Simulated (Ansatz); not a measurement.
Reaction (atomization): `[SiH3][O][Mg][O][SiH3]` → 6 H• + Mg (atom) + 2 O• + 2 Si•

Program: Ansatz. Geometries: PBE0-D4/def2-TZVP. ΔE: electronic, gas phase. CCSD(T)/CBS adds triple-zeta CCSD(T) − MP2 to the extrapolated MP2 energy (def2 sets, frozen cores). This one scheme is used for every species, atoms too. DFT in def2-TZVPP. Open shells (•) are unrestricted, without spin–orbit coupling. Spin–orbit coupling would lower the free atoms: a little for O, Si. For Mg outer-core shells are correlated without core-valence functions, so the limit isn't a true one: a few kJ/mol of doubt a bond, and 10 to 20 or more in all where bonds break to atoms. Each species was taken in one conformer, which may not be the lowest.

```json
{"level": "LDA (SPW92)", "ΔE (kJ/mol)": "4050.3", "difference from CCSD(T)/CBS": "345.4"}
{"level": "BLYP-D4", "ΔE (kJ/mol)": "3619.0", "difference from CCSD(T)/CBS": "-85.9"}
{"level": "r2SCAN-D4", "ΔE (kJ/mol)": "3668.2", "difference from CCSD(T)/CBS": "-36.7"}
{"level": "r2SCANh-D4", "ΔE (kJ/mol)": "3643.7", "difference from CCSD(T)/CBS": "-61.2"}
{"level": "BLYP", "ΔE (kJ/mol)": "3576.5", "difference from CCSD(T)/CBS": "-128.4"}
{"level": "r2SCANh", "ΔE (kJ/mol)": "3638.5", "difference from CCSD(T)/CBS": "-66.4"}
{"level": "CAM-B3LYP", "ΔE (kJ/mol)": "3658.3", "difference from CCSD(T)/CBS": "-46.6"}
{"level": "MP2/def2-SVP", "ΔE (kJ/mol)": "3462.7", "difference from CCSD(T)/CBS": "-242.2"}
{"level": "CCSD(T)/def2-SVP", "ΔE (kJ/mol)": "3404.5", "difference from CCSD(T)/CBS": "-300.4"}
{"level": "HF/def2-TZVPP", "ΔE (kJ/mol)": "2734.9", "difference from CCSD(T)/CBS": "-970.0"}
{"level": "CCSD(T)/CBS", "ΔE (kJ/mol)": "3704.9", "difference from CCSD(T)/CBS": "0"}
```

Largest T1 diagnostic among the species: 0.012.

In def2-TZVPP, CCSD(T) changes the Hartree–Fock value by +836.7 kJ/mol (the triples alone add +39.1 kJ/mol) and MP2 by +899.7 kJ/mol; breaking electron pairs costs correlation energy, which Hartree–Fock lacks. The D4 term adds +31.5 kJ/mol with B3LYP and +16.5 kJ/mol with PBE0; it sums over pairs of atoms, weighted by their polarisabilities, and B3LYP, whose exchange is more repulsive, gets the larger term.

B3LYP here is the variant with VWN-RPA as its local correlation; programs differ in this.

For atomizations the MP2-based limit and the directly extrapolated one differ by several kJ/mol either way, and by 10 to 25 for some Ge, Se and Sn compounds, so smaller differences from it don't rank the levels.
